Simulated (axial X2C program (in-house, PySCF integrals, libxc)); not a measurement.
Curves of FIrF from open-shell CI on d6 s1 p(π)0

Calculated with an in-house all-electron X2C program for linear molecules (integrals from PySCF): two-component X2C with atomic mean-field Coulomb and Gaunt terms, basis F dyall-av3z, Ir dyall-v3z (cores contracted in-house). Orbitals come from Hartree–Fock averaged over the configuration Ir d6 s1 p(π)0; CI then distributes these electrons over the d, s, p(π) shells of Ir. The speed of light was multiplied by 100, so these are model numbers.

Scan along the symmetric stretch (R is each bond); masses F 18.998 u, Ir 192.963 u, F 18.998 u. Energies in cm⁻¹ from the lowest point; levels are followed by energy order within each Ω. Lowest level at 2.033 Å: 91% d7 + 9% d6 s1.

| R (Å) | (1)Ω=9/2 | (1)Ω=7/2 | (1)Ω=5/2 | (1)Ω=3/2 | (1)Ω=1/2 |
| --- | --- | --- | --- | --- | --- |
| 1.891 | 1750 | 1750 | 1751 | 1751 | 3454 |
| 1.962 | 0 | 0 | 1 | 1 | 2086 |
| 2.033 | 357 | 358 | 358 | 358 | 2493 |
| 2.114 | 2507 | 2507 | 2507 | 2508 | 4515 |
| 2.196 | 5933 | 5933 | 5934 | 5934 | 7758 |
| 2.287 | 10667 | 10667 | 10668 | 10668 | 12298 |
| 2.399 | 17283 | 17284 | 17284 | 17284 | 18727 |

**Question.** Fit the curves (1)Ω=9/2, (1)Ω=7/2, (1)Ω=5/2, (1)Ω=3/2, (1)Ω=1/2 near their minima.

**Answer.** From the open-shell CI curves, Te from the lowest:

```json
{"level": "(1)Ω=9/2", "Te (cm⁻¹)": "0", "Re (Å)": "1.982", "ωe (cm⁻¹)": "574.0"}
{"level": "(1)Ω=7/2", "Te (cm⁻¹)": "0", "Re (Å)": "1.982", "ωe (cm⁻¹)": "574.0"}
{"level": "(1)Ω=5/2", "Te (cm⁻¹)": "1", "Re (Å)": "1.982", "ωe (cm⁻¹)": "574.0"}
{"level": "(1)Ω=3/2", "Te (cm⁻¹)": "1", "Re (Å)": "1.982", "ωe (cm⁻¹)": "574.0"}
{"level": "(1)Ω=1/2", "Te (cm⁻¹)": "2122", "Re (Å)": "1.978", "ωe (cm⁻¹)": "536.9"}
```

Without dynamic correlation distances can be off by several hundredths of an Å (long for ionic bonds, short for multiple bonds) and the wavenumbers are rough.

The 5 lowest curves are shown; the next is (2)Ω=3/2, from 2086 cm⁻¹.

Dynamic correlation is missing, so gaps between terms are too wide and other configurations may lie lower; the lowest level listed is that of this model, not necessarily the ground state. The lowest levels belong to d7, not to the averaged configuration, so orbitals and distance suit them less well. For d shells the ligand-field splittings (σ, π, δ) and their order can be off by a thousand cm⁻¹ or more. At most 4 roots were kept for each Ω > 0 (twice that for Ω = 0) within 3.2 eV of the lowest, so higher up levels can be missing between those listed; levels with Ω > 0 are doubly degenerate and listed once, Ω = 0 levels singly. The open spinors mix strongly with ligand orbitals, which this small active space describes poorly. States that fill the shells left empty in the average are placed too high. The molecule was held linear; bending was not examined.
